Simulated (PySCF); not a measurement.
Cl5Sb (SMILES [Cl][Sb]([Cl])([Cl])([Cl])[Cl]), singlet, at a GFN2-xTB geometry (all electrons, no relativity); HF/STO-3G (PySCF).

Here is a job for PySCF.
```python
from pyscf import gto, scf

mol = gto.M(
    atom='''
Sb   -0.00000000    0.00000000   -0.00000000
Cl    1.96949773   -0.36395964   -1.23270781
Cl    1.00843566   -1.01938883    1.91215478
Cl   -1.00843566    1.01938883   -1.91215478
Cl   -1.69224415   -1.63303023    0.02187406
Cl   -0.27725357    1.99698987    1.21083376
''',
    basis='sto-3g',
    verbose=4,
)

mf = scf.RHF(mol)
mf.kernel()
```

Output, abridged:

```
PySCF version 2.14.0

[INPUT] verbose = 4
[INPUT] num. atoms = 6
[INPUT] num. electrons = 136
[INPUT] charge = 0
[INPUT] spin (= nelec alpha-beta = 2S) = 0
[INPUT] symmetry False subgroup None
[INPUT] Mole.unit = angstrom
[INPUT] Symbol           X                Y                Z      unit          X                Y                Z       unit  Magmom
[INPUT]  1 Sb     0.000000000000   0.000000000000   0.000000000000 AA    0.000000000000   0.000000000000   0.000000000000 Bohr   0.0
[INPUT]  2 Cl     1.969497730000  -0.363959640000  -1.232707810000 AA    3.721811312653  -0.687784039995  -2.329480152512 Bohr   0.0
[INPUT]  3 Cl     1.008435660000  -1.019388830000   1.912154780000 AA    1.905667211645  -1.926365703141   3.613448841978 Bohr   0.0
[INPUT]  4 Cl    -1.008435660000   1.019388830000  -1.912154780000 AA   -1.905667211645   1.926365703141  -3.613448841978 Bohr   0.0
[INPUT]  5 Cl    -1.692244150000  -1.633030230000   0.021874060000 AA   -3.197877979397  -3.085979887835   0.041335982632 Bohr   0.0
[INPUT]  6 Cl    -0.277253570000   1.996989870000   1.210833760000 AA   -0.523933314358   3.773763927831   2.288144188777 Bohr   0.0

nuclear repulsion = 1387.44755343509
number of shells = 36
number of NR pGTOs = 216
number of NR cGTOs = 72
basis = sto-3g
ecp = {}

******** <class 'pyscf.scf.hf.RHF'> ********
method = RHF
initial guess = minao
damping factor = 0
level_shift factor = 0
DIIS = <class 'pyscf.scf.diis.CDIIS'>
diis_start_cycle = 1
diis_space = 8
diis_damp = 0
SCF conv_tol = 1e-09
SCF conv_tol_grad = None
SCF max_cycles = 50
direct_scf = True
direct_scf_tol = 1e-13
Set gradient conv threshold to 3.16228e-05
Initial guess from minao.
init E= -8504.52479870716
  HOMO = -0.696215389606789  LUMO = -0.365574377413141  gap/eV = 8.99720
cycle= 1 E= -8524.40449702984  delta_E= -19.9  |g|= 0.256  |ddm|= 3.47
  HOMO = -0.410681784578668  LUMO = 0.0512710089229133  gap/eV = 12.57038
cycle= 2 E= -8524.43245928624  delta_E= -0.028  |g|= 0.0395  |ddm|= 0.605
  HOMO = -0.397385191842026  LUMO = 0.0799485737065097  gap/eV = 12.98891
cycle= 3 E= -8524.43355873431  delta_E= -0.0011  |g|= 0.0102  |ddm|= 0.12
  HOMO = -0.397454956825427  LUMO = 0.078932047160764  gap/eV = 12.96315
cycle= 4 E= -8524.4336747151  delta_E= -0.000116  |g|= 0.00254  |ddm|= 0.0429
  HOMO = -0.396764383545272  LUMO = 0.0796775661196633  gap/eV = 12.96465
cycle= 5 E= -8524.43368293439  delta_E= -8.22e-06  |g|= 0.000142  |ddm|= 0.0146
  HOMO = -0.396770070124605  LUMO = 0.0796625150058609  gap/eV = 12.96439
cycle= 6 E= -8524.43368295307  delta_E= -1.87e-08  |g|= 1.77e-05  |ddm|= 0.00059
  HOMO = -0.396768638801135  LUMO = 0.0796603516731428  gap/eV = 12.96429
cycle= 7 E= -8524.43368295335  delta_E= -2.8e-10  |g|= 1.41e-06  |ddm|= 7.12e-05
  HOMO = -0.396768533520597  LUMO = 0.0796604146924103  gap/eV = 12.96429
Extra cycle  E= -8524.43368295337  delta_E= -1.09e-11  |g|= 3.63e-07  |ddm|= 4.06e-06
converged SCF energy = -8524.43368295337
```
